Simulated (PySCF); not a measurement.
## NMR data sheet: C8H8O2

```yaml
Formula: C8H8O2
SMILES: COC(=O)c1ccccc1
Point_group_of_the_computed_structure: Cs
Degrees_of_unsaturation: 5
Carbon_signals: 6
Proton_signals: 4
```

Molfile (atoms numbered from 1):
```
C8H8O2
     RDKit          3D

 18 18  0  0  0  0  0  0  0  0999 V2000
    3.3011   -0.3490   -0.8922 C   0  0  0  0  0  0  0  0  0  0  0  0
    1.8889   -0.4436   -0.7978 O   0  0  0  0  0  0  0  0  0  0  0  0
    1.3115    0.3271    0.1386 C   0  0  0  0  0  0  0  0  0  0  0  0
    1.9392    1.0617    0.8621 O   0  0  0  0  0  0  0  0  0  0  0  0
   -0.1620    0.1704    0.1766 C   0  0  0  0  0  0  0  0  0  0  0  0
   -0.8804    0.9171    1.1076 C   0  0  0  0  0  0  0  0  0  0  0  0
   -2.2555    0.8018    1.1762 C   0  0  0  0  0  0  0  0  0  0  0  0
   -2.9205   -0.0588    0.3171 C   0  0  0  0  0  0  0  0  0  0  0  0
   -2.2097   -0.8043   -0.6107 C   0  0  0  0  0  0  0  0  0  0  0  0
   -0.8337   -0.6935   -0.6845 C   0  0  0  0  0  0  0  0  0  0  0  0
    3.5990    0.6743   -1.1303 H   0  0  0  0  0  0  0  0  0  0  0  0
    3.7658   -0.6377    0.0529 H   0  0  0  0  0  0  0  0  0  0  0  0
    3.5986   -1.0282   -1.6870 H   0  0  0  0  0  0  0  0  0  0  0  0
   -0.3391    1.5800    1.7654 H   0  0  0  0  0  0  0  0  0  0  0  0
   -2.8111    1.3814    1.8984 H   0  0  0  0  0  0  0  0  0  0  0  0
   -3.9955   -0.1493    0.3704 H   0  0  0  0  0  0  0  0  0  0  0  0
   -2.7328   -1.4736   -1.2779 H   0  0  0  0  0  0  0  0  0  0  0  0
   -0.2727   -1.2694   -1.4034 H   0  0  0  0  0  0  0  0  0  0  0  0
  1  2  1  0
  2  3  1  0
  3  4  2  0
  3  5  1  0
  5  6  2  0
  6  7  1  0
  7  8  2  0
  8  9  1  0
  9 10  2  0
 10  5  1  0
  1 11  1  0
  1 12  1  0
  1 13  1  0
  6 14  1  0
  7 15  1  0
  8 16  1  0
  9 17  1  0
 10 18  1  0
M  END
```

PySCF 2.14.0 with density-fitted response routines calculation with structure optimised with GFN2-xTB and NMR shieldings at PBE0/pcSseg-1/GIAO; one conformer, equivalent nuclei averaged, gas phase, relativity neglected.

Scale: 1H and 13C against TMS; 17O against H2O (reference shieldings calculated alike).

| carbon | δC, type | δH (multiplicity) | HMBC from (2–3 bonds) | span of the C tensor (ppm) |
| --- | --- | --- | --- | --- |
| C1 | 54.0, CH3 | 4.13 (s) | – | 74 |
| C3 | 173.2, C | – | H14/H18, H11/H12/H13 | 150 |
| C5 | 134.8, C | – | H14/H18, H15/H17 | 206 |
| C6/C10 | 136.8, CH | 8.54 (d) | H14/H18, H16, H15/H17 | 237 |
| C7/C9 | 133.5, CH | 7.75 (m) | H14/H18, H16, H15/H17 | 235 |
| C8 | 138.9, CH | 7.81 (m) | H14/H18, H15/H17 | 243 |

Other nuclei:
```csv
atoms,nucleus,environment,δ (ppm),σ (ppm)
O4,17O,ester carbonyl oxygen,416.8,-80.7
O2,17O,ester alkoxy oxygen,178.3,157.8
```

1. Carbon types of the structure: 2 × C, 5 × CH, 1 × CH3, which accounts for all hydrogens.
2. δC 173.2: ester carbonyl carbon; it is a carbonyl in resonance with an O or N lone pair, the region of acids, esters and amides.
3. δC 138.9, 136.8, 133.5: aromatic CH; the aromatic region.
4. δC 134.8: substituted aromatic carbon.
5. δC 54.0: methyl carbon bonded to O; pulled downfield by the heteroatom.
6. δH 8.54, 7.81, 7.75: hydrogen on an aromatic CH.

Shifts are as computed. Against solution values, carbons near 30 ppm lie about +3 ppm off and those near 130 ppm about +5 ppm. Of 1211 compounds with measured shifts, 218 miss one by over three times the rms of a fit or turn the order of signals round; such compounds aren't used in these exercises. Unscaled 17O shifts of doubly bonded oxygen tend to come out too high, by tens of ppm or more. Experimental scales use liquid or dissolved standards, which lie at an offset from isolated H2O (liquid H2O: subtract about 36 ppm). No couplings were computed; multiplicities are counted from neighbouring protons, with m where these are inequivalent, close in shift, in a saturated or five-membered ring or joined by F or P, and br s for small geminal =CH2 splittings.
